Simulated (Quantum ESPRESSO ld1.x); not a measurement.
Values are calculated unless marked as measured or tabulated.
Species: Bi2+. Configuration: [Hg] 6p1. Level of theory: non-relativistic Kohn-Sham, exchange-only LDA, spin-polarised, spherical densities, point nucleus; open shells are filled with parallel spins first; relativity is left out, which matters for an element this heavy (ld1.x of Quantum ESPRESSO 7.5).

Normalised radial functions P(r) = r R(r), r in bohr:

r,6s up
0.0006047,0.0119
0.0007153,0.0139
0.0008394,0.0162
0.0009929,0.0189
0.001175,0.0220
0.001389,0.0255
0.001631,0.0293
0.001929,0.0338
0.002282,0.0388
0.002678,0.0440
0.003167,0.0498
0.003747,0.0559
0.004432,0.0620
0.005201,0.0677
0.006153,0.0729
0.007278,0.0770
0.008541,0.0790
0.0101,0.0783
0.01195,0.0737
0.01414,0.0641
0.01659,0.0495
0.01963,0.0277
0.02322,-0.0004
0.02725,-0.0319
0.03223,-0.0671
0.03813,-0.0995
0.0451,-0.1222
0.05293,-0.1277
0.06261,-0.1095
0.07406,-0.0634
0.08691,0.0033
0.1028,0.0841
0.1216,0.1531
0.1439,0.1822
0.1688,0.1521
0.1997,0.0565
0.2363,-0.0801
0.2772,-0.2008
0.328,-0.2590
0.388,-0.2064
0.4589,-0.0469
0.5386,0.1540
0.6371,0.3322
0.7536,0.3948
0.8844,0.3081
1.046,0.0806
1.238,-0.2200
1.464,-0.5061
1.718,-0.6978
2.032,-0.7760
2.404,-0.7282
2.821,-0.5961
3.337,-0.4171
3.948,-0.2483
4.67,-0.1234
5.48,-0.0525
6.483,-0.0171
7.669,-0.0043
8.999,-0.0009
10.65,-0.0001
12.59,0.0000
14.9,0.0000
17.48,0.0000
20.68,0.0000

6s up: eigenvalue -26.260 eV, 5 radial nodes at r = 0.0232, 0.0863, 0.215, 0.477, 1.10 bohr, <r> = 2.32 bohr, 90 % of the charge inside 3.33 bohr.
